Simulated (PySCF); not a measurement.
Correlation energy of Si²⁺ (silicon, charge +2)

[Ne] 3s2, closed-shell 1S. All numbers are calculated (PySCF 2.14, scalar relativity by spin-free X2C-1e, in Sapporo-DZP-2012). Frozen: [Ne]; 2 electrons correlated.

Total MP2 correlation energy: -26.78 mhartree.

Same-spin part 0.00 and opposite-spin part -26.78 mhartree; SCS-MP2 scales them by 1/3 and 6/5 to -32.13 mhartree.

With two correlated electrons CCSD is exact within the correlated space (frozen core and kept virtual orbitals).

```csv
level,correlation energy (mhartree)
CCSD,-40.32
```

Diagnostics: T1 = 0.0025, D1 = 0.0035, largest double amplitude 0.116.

Cost of the coupled-cluster step: 0.04 s of wall time on 1 thread of Neoverse-V2 (shared host), for 2 correlated electrons.

Iterations:

```
CC2 = 0
CCSD nocc = 1, nmo = 22
frozen orbitals [0, 1, 2, 3, 4]
max_cycle = 100
direct = 0
conv_tol = 1e-08
conv_tol_normt = 1e-06
diis_space = 8
diis_start_cycle = 0
Init t2, MP2 energy = -288.535243691458  E_corr(MP2) -0.0267777841129656
Init E_corr(CCSD) = -0.0267777841130104
cycle = 1  E_corr(CCSD) = -0.0351786831769994  dE = -0.00840089906  norm(t1,t2) = 0.0479438
cycle = 2  E_corr(CCSD) = -0.0381655333069737  dE = -0.00298685013  norm(t1,t2) = 0.02026
cycle = 3  E_corr(CCSD) = -0.0403272163158003  dE = -0.00216168301  norm(t1,t2) = 0.00921249
cycle = 4  E_corr(CCSD) = -0.0403144594982617  dE = 1.27568175e-05  norm(t1,t2) = 0.000513345
cycle = 5  E_corr(CCSD) = -0.0403199594583965  dE = -5.49996013e-06  norm(t1,t2) = 2.57703e-05
cycle = 6  E_corr(CCSD) = -0.0403174651820105  dE = 2.49427639e-06  norm(t1,t2) = 8.15936e-06
cycle = 7  E_corr(CCSD) = -0.0403177773073036  dE = -3.12125293e-07  norm(t1,t2) = 1.40179e-06
cycle = 8  E_corr(CCSD) = -0.0403177949664305  dE = -1.76591269e-08  norm(t1,t2) = 1.84321e-07
cycle = 9  E_corr(CCSD) = -0.040317801809167  dE = -6.84273645e-09  norm(t1,t2) = 1.13269e-07
CCSD converged
E(CCSD) = -288.5487837091543  E_corr = -0.04031780180916696
```
